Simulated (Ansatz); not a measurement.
Z-matrix (Å, degrees):
```
B
C 1 1.5678
H 2 1.0922 1 115.23
H 2 1.0945 3 109.36 1 128.07
H 2 1.1004 3 107.09 4 113.36
C 1 1.5687 2 120.30 3 166.41
H 6 1.0919 1 115.36 2 3.78
H 6 1.0960 7 108.84 1 -125.40
H 6 1.0986 7 107.86 8 -113.11
C 1 1.5689 2 119.77 3 -13.25
H 10 1.0921 1 115.38 2 -169.00
H 10 1.0954 11 109.04 1 -126.76
H 10 1.0994 11 107.54 12 -113.18
```
Charge 0, multiplicity 1.

Calculation: Ansatz (a program for electronic structure) with frozen-core CCSD(T)/def2-TZVPP // PBE0-D3(BJ)/def2-TZVP.

```yaml
HF energy: -143.59964 Ha
MP2 correlation energy: -0.63899 Ha
```

**Question.** Estimate the CCSD correlation energy, the (T) correction, the total energy and the T1 diagnostic.

**Answer.** 
```yaml
CCSD correlation energy: -0.69058 Ha
"(T) correction": -0.02536 Ha
CCSD(T) total energy: -144.31558 Ha
T1 diagnostic: 0.009
```
